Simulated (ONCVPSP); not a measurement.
# What one change does to a pseudopotential (silicon, ONCV)

ONCVPSP 4.0.1 input, shortened (lines: element, Z, core and valence counts, functional; n l f; lmax; l rc ep ncon nbas qcut; lloc lpopt rc5 dvloc0; l nproj debl; icmod fcfact rcfact), Wu-Cohen, non-relativistic:

```
  Si 14.00    3    2  -118130      upf
    1    0    2.00
    2    0    2.00
    2    1    6.00
    3    0    1.50
    3    1    2.50
    2
    0    1.55    0.00    4    7    3.60
    1    1.80    0.00    3    6    5.20
    2    1.55    0.41    5   10    5.90
    4    2    1.45    2.00
    0    2    1.30
    1    2    0.60
    2    2    0.40
    3    3.00    1.45
```

Change: reference 3s2 3p1; p: rc 1.55, qcut 6.

Cutoffs: the cutoffs (Ha) at which the residual kinetic energy of the hardest occupied pseudo-wave falls to 1 and 0.1 mHa per electron; they do not see the model core or the augmentation charge, which bear on the density cutoff. Errors are all-electron minus pseudo energies relative to the spin-unpolarised reference configuration.

Question: What does the change do?

Answer: The potential gets harder (8.0 Ha and 28 Ha → 9.2 Ha and 30 Ha); a bound ghost appears in p, which as a rule spoils a file.

```tsv
quantity	base	changed
cutoff, loose	8.0 Ha	9.2 Ha
cutoff, tight	28 Ha	30 Ha
loose cutoff by channel	s 8.0 Ha, p 3.6 Ha	s 9.2 Ha, p 3.5 Ha
bound ghosts	none	p
GHOST(+) flags under 300 eV	none	none
largest error over its own tests, meV	+11	-38
s: phases at 1.58 bohr within 0.05 rad from the reference energy up to (Ha; the scan ends near 5)	3.8	3.6
d: phases at 1.58 bohr within 0.05 rad from the reference energy up to (Ha; the scan ends near 5)	to the end of the scan	to the end of the scan
rms error of d²Exc/dni dnj with the model core, mHa	0.92	1.12
```

Base: The cutoffs count occupied waves only; projector 2 of the s channel, the hardest unoccupied one, needs 53 Ha at the loose tolerance. Changed file: The cutoffs count occupied waves only; projector 2 of the s channel, the hardest unoccupied one, needs 51 Ha at the loose tolerance. A true bound ghost makes a file unfit for plane-wave use even where its test errors are small: the radial tests pick states by their node count and pass the ghost by.
